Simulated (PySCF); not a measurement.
**Worked example: oscillator strength and radiative lifetime**

C5H7FO, SMILES F[C@@]1(OC)C=CC1.

Geometry optimised at B3LYP-D3(BJ)/def2-SVP. The structure was generated by enumeration; whether it is a known compound was not checked. The values are those of a single conformer.

TDA-LC-ωPBE/def2-SVPD (PySCF) puts the first singlet state with f over 0.02 at 7.61 eV (vertical), with the transition dipole (-0.728, -0.060, -0.882) in atomic units.

Question: Find the oscillator strength, the wavelength and the radiative lifetime that this transition would have in vacuum if emission retraced absorption.

Answer: 
|μ|² = 1.3115 au, so |μ| = 2.91 D. ΔE = 7.61/27.211 = 0.2797 hartree. f = (2/3) ΔE |μ|² = 0.245 (the program prints 0.245).
λ = 1239.84/7.61 = 163 nm; ν = 61379 cm⁻¹.
Einstein's coefficient A = 0.6670 ν² f s⁻¹ (ν in cm⁻¹) = 6.1e8 s⁻¹, so τ = 1/A = 1.6 ns. This state is S2; the lower singlet has f = 0.000. The figure is the radiative limit of this one transition; relaxation, internal conversion, crossing to triplets and a medium change what is measured.
